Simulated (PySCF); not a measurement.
Mayer bond orders and bond lengths

Compound: C₃H₁₄OSSi₃.
SMILES with atom numbers: `[CH3:1][Si@H:2]([SiH3:3])[CH2:4][O:5][CH2:6][S:7][SiH3:8]` (hydrogens: H9, H10, H11 on C1; H12 on Si2; H13, H14, H15 on Si3; H16, H17 on C4; H18, H19 on C6; H20, H21, H22 on Si8)

Cartesian coordinates in Å at the GFN2-xTB level; atoms count from 1:
```
atom  x, y, z in Å
C1    -2.8119    0.2620    0.9201
Si2   -1.8237   -0.3223   -0.5993
Si3   -0.8693   -2.4104   -0.2875
C4    -0.4797    1.0039   -0.9174
O5     0.2998    1.0629    0.2715
C6     1.3565    1.9420    0.2098
S7     2.7487    1.3301   -0.8258
Si8    3.2223   -0.4287    0.3031
H9    -3.5799   -0.4569    1.1913
H10   -2.1569    0.3871    1.7786
H11   -3.3021    1.2156    0.7408
H12   -2.7072   -0.2425   -1.7822
H13   -1.8627   -3.4699   -0.4922
H14   -0.3284   -2.6234    1.0601
H15    0.2268   -2.6950   -1.2204
H16   -0.9001    1.9962   -1.1250
H17    0.1644    0.7467   -1.7667
H18    1.7323    2.0850    1.2240
H19    1.0728    2.9065   -0.2276
H20    3.5663    0.0191    1.6500
H21    4.3542   -0.9745   -0.4240
H22    2.0673   -1.3144    0.3181
```

Bond orders from the PBE0/pcSseg-1 density (PySCF). One conformer (not necessarily the lowest) at the GFN2-xTB geometry, without solvent, vibrations or thermal averaging.

Task: How far do the computed orders between heavy atoms stray from the drawn ones?

Result: The largest departure is 0.138, at C4–O5 (drawn single, 0.862) and Si2–C4 (drawn single, 0.863). Drawn single, order below 0.88: Si2–C4 (0.863) and C4–O5 (0.862).

Task: Give the Mayer order of every bond, beside its length.

Result: 
```tsv
bond	drawn as	length (Å)	Mayer order
C1–Si2	single	1.904	0.966
Si2–Si3	single	2.317	0.929
Si2–C4	single	1.915	0.863
C4–O5	single	1.423	0.862
O5–C6	single	1.376	0.956
C6–S7	single	1.840	1.012
S7–Si8	single	2.143	0.943
C1–H9	single	1.086	0.961
C1–H10	single	1.087	0.951
C1–H11	single	1.087	0.957
Si2–H12	single	1.479	0.937
Si3–H13	single	1.467	0.938
Si3–H14	single	1.468	0.933
Si3–H15	single	1.467	0.935
C4–H16	single	1.098	0.939
C4–H17	single	1.097	0.931
C6–H18	single	1.091	0.939
C6–H19	single	1.096	0.938
Si8–H20	single	1.460	0.929
Si8–H21	single	1.452	0.946
Si8–H22	single	1.456	0.906
```

Bonds between the same two heavy elements. C–Si: lowest Si2–C4 (0.863, 1.915 Å), highest C1–Si2 (0.966, 1.904 Å). C–O: lowest C4–O5 (0.862, 1.423 Å), highest O5–C6 (0.956, 1.376 Å).

Task: Sum the orders of all bonds at each heavy atom with more than one neighbour and set the sums beside the valence in the SMILES.

Result: C1 3.835 (drawn 4), Si2 3.695 (drawn 4), Si3 3.735 (drawn 4), C4 3.595 (drawn 4), O5 1.818 (drawn 2), C6 3.845 (drawn 4), S7 1.955 (drawn 2), Si8 3.724 (drawn 4). Orders between atoms that aren't bonded are not in these sums.

The Mayer order sums products of elements of PS (density times overlap matrix) between the two atoms' basis functions, so it depends on the basis set.
